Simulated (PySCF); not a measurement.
# Electron correlation in Kr⁺ (krypton, charge +1)

[Ar] 3d10 4s2 4p5, 2P determinant. All numbers are calculated (PySCF 2.14, no relativity, point nucleus, in def2-SVP (5s4p3d, 32 functions)). Frozen: [Ar] 3d10; 7 electrons correlated.

MP2 pair energies summed by pair of shells (mhartree):

```csv
pair,energy,share (%)
4p-4p,-68.75,68.4
4s-4p,-26.06,25.9
4s-4s,-5.70,5.7
```

Total MP2 correlation energy: -100.51 mhartree.

Same-spin part -25.38 and opposite-spin part -75.13 mhartree; SCS-MP2 scales them by 1/3 and 6/5 to -98.61 mhartree.

| level | correlation energy (mhartree) |
| --- | --- |
| CCSD | -115.39 |
| (T) | -1.30 |
| CCSD(T) | -116.69 |

Diagnostics: T1 = 0.0047, D1 = 0.0174, largest double amplitude 0.051.

Cost of the coupled-cluster step: 0.14 s of wall time on 1 thread of Neoverse-V1 (shared host), for 7 correlated electrons.

Iterations:

```
CC2 = 0
CCSD nocc = (np.int64(4), np.int64(3)), nmo = (18, 18)
frozen orbitals [[0, 1, 2, 3, 4, 5, 6, 7, 8, 9, 10, 11, 12, 13], [0, 1, 2, 3, 4, 5, 6, 7, 8, 9, 10, 11, 12, 13]]
max_cycle = 100
direct = 0
conv_tol = 1e-08
conv_tol_normt = 1e-06
diis_space = 8
diis_start_cycle = 0
Init t2, MP2 energy = -0.100506489274861
Init E_corr(UCCSD) = -0.100506489284256
cycle = 1  E_corr(UCCSD) = -0.112539248274858  dE = -0.012032759  norm(t1,t2) = 0.0293435
cycle = 2  E_corr(UCCSD) = -0.114578595393678  dE = -0.00203934712  norm(t1,t2) = 0.00879272
cycle = 3  E_corr(UCCSD) = -0.115405854541381  dE = -0.000827259148  norm(t1,t2) = 0.00324136
cycle = 4  E_corr(UCCSD) = -0.11538684888292  dE = 1.90056585e-05  norm(t1,t2) = 0.000260863
cycle = 5  E_corr(UCCSD) = -0.115388439972799  dE = -1.59108988e-06  norm(t1,t2) = 5.1408e-05
cycle = 6  E_corr(UCCSD) = -0.115388400827783  dE = 3.91450154e-08  norm(t1,t2) = 7.40983e-06
cycle = 7  E_corr(UCCSD) = -0.115388427904677  dE = -2.70768942e-08  norm(t1,t2) = 1.24231e-06
cycle = 8  E_corr(UCCSD) = -0.115388418761164  dE = 9.14351379e-09  norm(t1,t2) = 2.37713e-07
UCCSD converged
E(UCCSD) = -2751.300713737711  E_corr = -0.1153884187611636
UCCSD(T) correction = -0.0012965357270876
```
